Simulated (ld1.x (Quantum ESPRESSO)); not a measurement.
**What one change does to a pseudopotential (oxygen (O), TM)**

```
Element                 : oxygen
Generator               : ld1.x (Quantum ESPRESSO) 7.5
Type                    : norm-conserving Troullier–Martins (Kleinman–Bylander form)
Functional              : BLYP
Relativity              : fully relativistic
Frozen core             : [He]
Valence charge          : 6
Reference configuration : 2s2 2p3 (charge +1)
Partial waves           : 2s (bound): rc 0.95 bohr; 2p (bound): rc 1.10 bohr
Local potential         : all-electron potential smoothed inside 0.85 bohr (lloc = -1)
Core correction         : none
```

Open shells are filled in proportion to 2j + 1 (rel_dist='average').

Change: all radii scaled by about 0.76 (s 0.72, p 0.84 bohr); local potential all-electron potential smoothed inside 0.64 bohr (lloc = -1).

Cutoffs: the cutoffs (Ry, on a coarse ladder) from which the occupation-weighted sum of valence levels, in a spherical-Bessel basis at the reference potential, stays within 10 and 1 mRy of its value at 400 Ry; they do not see the model core or the augmentation charge, which bear on the density cutoff. Errors are all-electron minus pseudo energies relative to the spin-unpolarised reference configuration.

Q: How do hardness, ghosts and transferability respond?

A: The potential gets harder (100 Ry and 180 Ry → 160 Ry and 260 Ry); of the 7 tests that both files solve, the error grows in 0 and shrinks in 6 by more than 15 % and 0.3 meV (median size 24.2 → 15.5 meV); neither file shows a bound ghost. A smaller radius makes the pseudo-wave follow the all-electron one further in, where it bends more sharply, so more plane waves are needed. Less of the atom is replaced, so other configurations are described better.

| quantity | base | changed |
| --- | --- | --- |
| cutoff, loose | 100 Ry | 160 Ry |
| cutoff, tight | 180 Ry | 260 Ry |
| loose cutoff by channel (10 mRy a level) | s 55 Ry, p 80 Ry | s 70 Ry, p 120 Ry |
| bound ghosts | none | none |
| error for 2s2 2p4, meV [ΔE -16.43 eV] | +5.7 | +3.3 |
| error for 2s2 2p2, meV [ΔE 33.61 eV] | +29 | +15 |
| error for 2s2 2p1, meV [ΔE 87.55 eV] | +220 | +130 |
| error for 2s2 2p3.5, meV [ΔE -10.15 eV] | +2.3 | +1.3 |
| error for 2s2 2p0, meV [ΔE 164.58 eV] | +914 | +626 |
| error for 2s1 2p4, meV [ΔE 15.09 eV] | +24 | +23 |
| error for 2s2 2p4.3, meV [ΔE -18.55 eV] | +7.0 | +4.1 |
